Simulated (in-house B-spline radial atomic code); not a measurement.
A fraction x of an electron is removed from 4d in the technetium ion Tc⁵⁺, starting from [Kr] 4d2 and keeping the highest spin. Computed with a B-spline radial code for spherical atoms: scalar-relativistic (X2C) B3LYP, spin-polarised, spherical fractional occupations, Fermi nucleus of rms radius 4.41117 fm.

Caution: exact exchange at fractional occupations of open shells leaves self-interaction of up to several eV.

```tsv
x	E(x) - E(0) (eV)	4d up level (eV)
0	0.0000	-64.801
0.08	5.2310	-65.974
0.19	12.5773	-67.596
0.27	18.0323	-68.781
0.4	27.0995	-70.717
0.5	34.2459	-72.214
0.59	40.8061	-73.569
0.66	45.9929	-74.626
0.86	61.2216	-77.666
0.99	71.4476	-79.657
1	72.2449	-79.811
```

The exact functional would give a straight line between the two integer points. Deviations E(x) - E(0) - x[E(1) - E(0)], in eV: -0.549 at x = 0.08, -1.149 at x = 0.19, -1.474 at x = 0.27, -1.798 at x = 0.4, -1.877 at x = 0.5, -1.818 at x = 0.59, -1.689 at x = 0.66, -0.909 at x = 0.86, -0.075 at x = 0.99.

The curve lies below the straight line by up to 1.877 eV (at x = 0.5): convex, the delocalisation error, to which spherically averaged exact exchange adds.

Problem. How well does Slater's transition state (minus the level at half occupation) give the ionisation energy?

Solution. It gives 72.214 eV against 72.245 eV from the two total energies; NIST lists 72.00 eV, ground level to ground level. The end point has an open shell averaged over its orbitals, so its exact exchange keeps a self-interaction and this is no true integer point.
